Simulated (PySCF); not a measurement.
## Ionisation energy of Ag²⁺ by level of theory

Ag²⁺ [Kr] 4d9 (2D) → Ag³⁺ [Kr] 4d8 (3F), as a difference of total energies. Computed with PySCF 2.14 in x2c-QZVPPall with one added diffuse shell each of s, p, d, f, g type (14s9p8d5f3g, 143 functions), with the spin-free X2C one-electron Hamiltonian (Gaussian nucleus). The calculations carry no spin-orbit coupling.

Q: Order these methods by the ionisation energy they give, lowest first.
A. r2SCANh
B. M06-2X
C. BLYP
D. UHF

A: D (32.948 eV), A (34.672 eV), C (35.018 eV), B (35.201 eV).

The reference lies between the lowest fine-structure levels, while these numbers refer to the centres of the terms.

For comparison: 34.8 ± 0.3 eV (semi-empirical (NIST evaluation); NIST Atomic Spectra Database, ionization energies).
